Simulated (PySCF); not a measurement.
**Ions at one geometry of Bi(BH4)3**

PySCF 2.14.0, RKS PBE0, Bi def2-SVP with ECP60, B def2-SVP, H def2-SVP; non-relativistic Hamiltonian with scalar-relativistic core potentials where named; density fitting; no spin-orbit coupling; singlets restricted, open shells unrestricted. The geometry is relaxed for charge 0, singlet, vacuum:

```xyz
16

Bi    0.0000    0.0000    0.6818
B     2.3870    0.0135   -0.0355
H     3.1410    0.1135   -0.9845
H     2.6206   -0.8730    0.7690
H     1.3946   -0.3472   -0.7996
H     2.1887    1.1235    0.4673
B    -1.2052    2.0604   -0.0355
H    -1.6688    2.6634   -0.9845
H    -0.5543    2.7060    0.7690
H    -0.3966    1.3814   -0.7996
H    -2.0674    1.3337    0.4673
B    -1.1818   -2.0739   -0.0355
H    -1.4722   -2.7769   -0.9845
H    -2.0663   -1.8330    0.7690
H    -0.9980   -1.0342   -0.7996
H    -0.1214   -2.4573    0.4673
```

Energies count from the relaxed state; an electron taken off or put on is at rest in vacuum. Charges and spins are Mulliken's.

```
                     state  energy (eV)  spin squared  charge on Bi1 (e)  spin on Bi1 (e)  dipole about the centre of mass (D)
 charge 0, singlet, vacuum         0.00          0.00               0.67             0.00                                 1.62
charge +1, doublet, vacuum        10.37          0.76               0.80             0.15                                 1.20
```

**Question.** What does the state charge -1, doublet, vacuum give?

**Answer.** energy (eV) -0.73, spin squared 0.75, charge on Bi1 (e) 0.38, spin on Bi1 (e) 0.67, dipole about the centre of mass (D) 2.49.

With an electron taken off (doublet) the charges change, summed by element, by Bi +0.13 e, B +0.06 e, H +0.81 e. The vertical ionisation energy is 10.37 eV, against −ε(HOMO) = 8.64 eV of the relaxed state. The level lies 1.7 eV too high, as is usual for semilocal functionals and global hybrids, which keep a self-interaction error.

With an electron put on (doublet) the charges change, summed by element, by Bi -0.29 e, B -0.11 e, H -0.60 e. The vertical electron affinity is 0.73 eV, against −ε(LUMO) = 2.37 eV of the relaxed state. The basis has no diffuse functions, which an added electron needs. The added electron's level lies above zero.

Open shells may have lower solutions than those found.
